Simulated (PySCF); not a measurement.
MnCl: energy against distance

Set-up: Mn x2c-TZVPPall, Cl x2c-TZVPPall; spin-free X2C with a Gaussian nucleus (PySCF 2.14). Energies in eV from Mn (3d5 4s2) + Cl in their ground configurations at the same level. State: ⁷Σ⁺ (septet), unpaired electrons σ ↑↑, π ↑↑, δ ↑↑.

All columns are M06. A positive dipole means Mn(−)Cl(+).

| R (Å) | E (eV) | μ (D) | Mulliken charge on Mn (basis-dependent) | HOMO (eV) | LUMO (eV) | Mayer bond order | ⟨S²⟩ |
| --- | --- | --- | --- | --- | --- | --- | --- |
| 1.925 | -2.156 | -1.00 | 0.40 | -4.81 | -2.20 | 1.15 | 12.00 |
| 2.014 | -2.649 | -1.57 | 0.40 | -5.01 | -2.14 | 1.10 | 12.00 |
| 2.104 | -2.914 | -2.15 | 0.41 | -5.21 | -2.12 | 1.06 | 12.00 |
| 2.171 | -3.005 | -2.59 | 0.42 | -5.35 | -2.12 | 1.02 | 12.00 |
| 2.238 | -3.027 | -3.03 | 0.43 | -5.49 | -2.14 | 0.99 | 12.00 |
| 2.305 | -2.996 | -3.47 | 0.45 | -5.62 | -2.17 | 0.96 | 12.00 |
| 2.395 | -2.897 | -4.05 | 0.47 | -5.79 | -2.23 | 0.92 | 12.00 |
| 2.507 | -2.709 | -4.78 | 0.49 | -5.99 | -2.33 | 0.88 | 12.00 |
| 2.641 | -2.432 | -5.63 | 0.51 | -6.19 | -2.47 | 0.84 | 12.00 |
| 2.820 | -2.028 | -6.71 | 0.54 | -6.39 | -2.69 | 0.80 | 12.00 |

A fit through these points gives, at Re = 2.229 Å, μ = -2.97 D and dμ/dR = -6.55 D/Å; the reduced mass is 21.37 u.

**Question.** How strong is the fundamental in the double-harmonic approximation, I = 42.26·(dμ/dR)²/μred km/mol?

**Answer.** I = 42.26·(-6.55)²/21.37 = 84.8 km/mol at M06.

The metal atom is held in its measured ground configuration; semilocal functionals can put another filling of s and d lower by some tenths of an eV, and De to that atom would be smaller. With d or f electrons several states lie close, and the lowest PBE0 determinant need not be the measured ground state.
